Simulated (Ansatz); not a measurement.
Four-centre ligand exchange

Start structure (GeSiH7F, singlet), relaxed at PBE0-D4/def2-TZVP:

```
atom    x (Å)    y (Å)    z (Å)
 Ge1  -1.0987   0.7715  -0.3608
 Si2   0.2952  -1.1551  -0.4753
  H3  -0.3099   2.0253  -0.7590
  H4  -1.6619   0.9400   1.0558
  H5  -2.2657   0.5810  -1.3445
  H6   1.6132   0.3897   1.4491
  F7   1.5487   1.2009   1.8921
  H8   0.8622  -1.3325  -1.8364
  H9  -0.4434  -2.3816  -0.0808
 H10   1.4601  -1.0392   0.4599
```

The step: GeSiH₆ ([SiH3][GeH3]) + HF → GeH₃F ([F][GeH3]) + SiH₄; bonds formed: Ge1–F7, Si2–H6; bonds broken: Ge1–Si2, H6–F7. Program: Ansatz 0.2.0. Basis: def2-TZVPP and def2-QZVPP. Cores are frozen in the correlated methods. Filled d shells of the heavier atoms are correlated. The def2 sets are not built for correlating such inner shells, so the correlated values are less sure here. Extrapolation: Hartree–Fock as exp(−7.88 √X), correlation as X^−2.97. Energies below are by CCSD(T) at an estimated basis limit (MP2 extrapolated from triple and quadruple zeta, plus CCSD(T) − MP2 in triple zeta).

Question: What are the electronic barrier and the energy of the step, from the start structure to the end structure? (An estimate is asked for; the value comes from the calculation.)

Answer: By the calculation: Barrier 2.145 eV; step energy -0.283 eV (downhill); reverse barrier, their difference, 2.428 eV. Barrier and step energy count from the start structure, the reverse barrier from the end structure.

The saddle point: One imaginary mode of 1167i cm⁻¹.
```csv
pair,start (Å),saddle (Å),end (Å)
Ge1–F7,3.50,2.06,1.74
Si2–H6,2.80,1.77,1.48
Ge1–Si2,2.38,2.74,4.35
H6–F7,0.93,1.24,2.99
```

Zero-point energy (harmonic, PBE0-D4): ZPE is 1.597 eV at the start and 1.499 eV at the saddle, so the barrier goes from 2.145 to 2.047 eV.

No T1 diagnostic of these runs exceeds 0.015. The end structure is not quite a true minimum (one mode of 41i cm⁻¹).

Steps of this kind, hydrogen fluoride cutting a network bond, underlie vapour etching and the fluorination step of atomic layer etching.

Labels in which every atom is bracketed show which atoms are joined, not bond orders.

For scale, one of the runs: CCSD(T)/def2-TZVPP, 219 basis functions, launched by `ansatz run in.yaml --threads 4 --pin off --events-out ev --progress --plain --max-ram 9574MiB`. Hardware: 4 CPU threads of an Intel Xeon, shared host. Wall time 110 s; peak host memory 3.2 GiB.
